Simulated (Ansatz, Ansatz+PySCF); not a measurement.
```
atom    x (Å)    y (Å)    z (Å)
   H  -0.0400   0.3107  -1.0062
   P  -0.0039  -0.6331   0.0365
   H  -0.0030   0.3505   1.0726
```

Basis set: def2-SVP (spherical functions). Correlated methods keep 5 orbitals frozen. Correlation on ROHF uses semicanonical orbitals with singles. Charge 0, multiplicity 2.

Computed with Ansatz (development build ahead of 0.2.0); each method stands on the lowest determinant of its kind that the runs found.

The atomization energy at this shape (free ground-state atoms in the same class of orbitals less the molecule, no zero-point energy) of doublet PH₂:

| method | atomization energy |
| --- | --- |
| UHF-CCSD(T) | 6.04 eV |
| ROHF-MP2 | 5.77 eV |
| ROHF | 4.44 eV |

What does UHF give?

4.56 eV.
